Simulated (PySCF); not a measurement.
C3H7FSi, SMILES C1(C[SiH2]C1)F.

Geometry: ωB97X-D3(BJ)/def2-SVP. This is a generated structure with no PubChem entry under its InChIKey; it may be hypothetical.

Two levels are set side by side: PBE/def2-TZVP (PySCF) and r2SCAN/def2-TZVP (PySCF). Same geometry, gas phase. Differences are taken from unrounded values.

```tsv
quantity	r2SCAN
orbital gap (eV)	7.17
highest occupied level (eV)	-7.35
lowest empty level (eV)	-0.18
dipole moment (D)	1.41
mean polarisability (bohr³)	61.2
```

**Question.** What does PBE give, and how far is it from r2SCAN? (Estimate from the structure and the level; the computed values follow.)

**Answer.** 
```json
[
 {"quantity": "orbital gap (eV)", "PBE": "6.50", "PBE minus r2SCAN": "-0.67"},
 {"quantity": "highest occupied level (eV)", "PBE": "-7.06", "PBE minus r2SCAN": "0.29"},
 {"quantity": "lowest empty level (eV)", "PBE": "-0.57", "PBE minus r2SCAN": "-0.38"},
 {"quantity": "dipole moment (D)", "PBE": "1.30", "PBE minus r2SCAN": "-0.11"},
 {"quantity": "mean polarisability (bohr³)", "PBE": "62.8", "PBE minus r2SCAN": "1.6"}
]
```

Rough cost on one machine, each run with all the roots and properties that it gave: r2SCAN against PBE about 4 times.
